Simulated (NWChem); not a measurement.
System: C3H4ClFSi; SMILES C#C[Si@](C)(F)Cl

The following NWChem deck was run.

```
start job
memory heap 200 mb stack 900 mb global 1100 mb
geometry units angstroms noautoz
  C      0.959958    -2.704079     0.119394
  C      0.449063    -1.606967     0.026044
  Si    -0.348211     0.021080    -0.068560
  C     -1.682193     0.257919     1.203537
  F     -0.968083     0.185684    -1.546532
  Cl     1.101405     1.482384     0.147554
  H      1.416239    -3.667321     0.191627
  H     -1.272709     0.172516     2.215615
  H     -2.142218     1.246551     1.101877
  H     -2.462718    -0.501610     1.082586
end
basis spherical
  * library def2-tzvp
end
dft
  xc xpbe96 cpbe96
  iterations 150
  semidirect filesize 400000000
  mulliken
end
task dft energy
```

Output (shortened):

```
             Northwest Computational Chemistry Package (NWChem) 7.3.0
             --------------------------------------------------------

 C1  symmetry detected

                             Geometry "geometry" -> ""
                             -------------------------

 Output coordinates in angstroms (scale by  1.889725989 to convert to a.u.)

  No.       Tag          Charge          X              Y              Z
 ---- ---------------- ---------- -------------- -------------- --------------
    1 C                    6.0000     1.03245120    -2.68585451     0.07434173
    2 C                    6.0000     0.49505404    -1.59956789     0.00675225
    3 Si                  14.0000    -0.33784674     0.01243828    -0.04658794
    4 C                    6.0000    -1.56841441     0.24635672     1.32629838
    5 F                    9.0000    -1.07862251     0.14210210    -1.47143023
    6 Cl                  17.0000     1.09669321     1.50235592     0.02918628
    7 H                    1.0000     1.51118430    -3.63961379     0.12336168
    8 H                    1.0000    -1.07660184     0.18460811     2.30281269
    9 H                    1.0000    -2.05374592     1.22495539     1.24788312
   10 H                    1.0000    -2.34170920    -0.52866114     1.28052489

 Effective nuclear repulsion energy (a.u.)     338.6530038861

  pbe96 is a nonlocal functional; adding pw91lda local functional.

                                 NWChem DFT Module
                                 -----------------

 Summary of "ao basis" -> "ao basis" (spherical)
 ------------------------------------------------------------------------------
       Tag                 Description            Shells   Functions and Types
 ---------------- ------------------------------  ------  ---------------------
 C                         def2-tzvp                11       31   5s3p2d1f
 Si                        def2-tzvp                13       37   5s5p2d1f
 F                         def2-tzvp                11       31   5s3p2d1f
 Cl                        def2-tzvp                13       37   5s5p2d1f
 H                         def2-tzvp                 4        6   3s1p

            General Information
            -------------------
          SCF calculation type: DFT
          Wavefunction type:  closed shell.
          No. of atoms     :    10
          No. of electrons :    62
           Alpha electrons :    31
            Beta electrons :    31
          Charge           :     0
          Spin multiplicity:     1
          Use of symmetry is: off; symmetry adaption is: off
          Maximum number of iterations: 150
          AO basis - number of functions:   222
                     number of shells:    86
          Convergence on energy requested:  1.00D-06
          Convergence on density requested:  1.00D-05
          Convergence on gradient requested:  5.00D-04

              XC Information
              --------------
          PerdewBurkeErnzerhof Exchange Functional  1.000
            Perdew 1991 LDA Correlation Functional  1.000 local
           PerdewBurkeErnz. Correlation Functional  1.000 non-local

             Grid Information
             ----------------
          Grid used for XC integration:  medium
          Radial quadrature: Mura-Knowles
          Angular quadrature: Lebedev.
          Tag              B.-S. Rad. Rad. Pts. Rad. Cut. Ang. Pts.
          ---              ---------- --------- --------- ---------
          C                   0.70       49          13.0       434
          Si                  1.10       88          11.0       590
          F                   0.50       49          12.0       434
          Cl                  1.00       88          13.0       590
          H                   0.35       45          14.0       434
          Grid pruning is: on
          Number of quadrature shells:   552
          Spatial weights used:  Erf1

      Superposition of Atomic Density Guess
      -------------------------------------

 Sum of atomic energies:        -962.74439887

      Non-variational initial energy
      ------------------------------

 Total energy =    -965.093601
 1-e energy   =   -2001.889955
 2-e energy   =     698.143350
 HOMO         =      -0.365220
 LUMO         =      -0.002970

------------------------------------------------------------
EAF file 0: "./job.aoints.0" size=904921088 bytes
------------------------------------------------------------
               write      read    awrite     aread      wait
               -----      ----    ------     -----      ----
     calls:     1726         0         0         0         0
   data(b): 9.05e+08  0.00e+00  0.00e+00  0.00e+00
   time(s): 0.00e+00  0.00e+00  0.00e+00  0.00e+00  0.00e+00
rate(mb/s): 0.00e+00  0.00e+00
------------------------------------------------------------

     ---------------------------------------------
      Total Density - Mulliken Population Analysis
     ---------------------------------------------

    Atom       Charge   Shell Charges
 -----------   ------   -------------------------------------------------------
    1 C    6     6.15   0.86  1.12  0.61  0.46  0.17  1.15  1.33  0.43  0.01  0.00  0.01
    2 C    6     6.36   0.86  1.12  0.59  0.74  0.09  1.23  1.29  0.38  0.01  0.04  0.01
    3 Si  14    12.68   2.00  0.59  1.39  0.75  0.26  4.10  1.74  0.45  0.78  0.16  0.18  0.20  0.08
    4 C    6     6.75   0.86  1.12  0.56  0.69  0.13  1.30  1.55  0.54  0.01  0.01  0.00
    5 F    9     9.51   0.77  1.20  0.61  1.01  0.31  2.37  2.36  0.87  0.00  0.01  0.00
    6 Cl  17    17.38   2.01  0.45  1.52  1.11  0.84  4.19  1.69  1.10  2.95  1.51  0.00  0.02  0.00
    7 H    1     0.75   0.22  0.42  0.10  0.02
    8 H    1     0.80   0.23  0.43  0.12  0.02
    9 H    1     0.81   0.23  0.43  0.12  0.02
   10 H    1     0.81   0.23  0.43  0.12  0.02

[...]
```

Level: PBE/def2-TZVP. Structure relaxed at the B3LYP/6-31G* (spherical d) level.
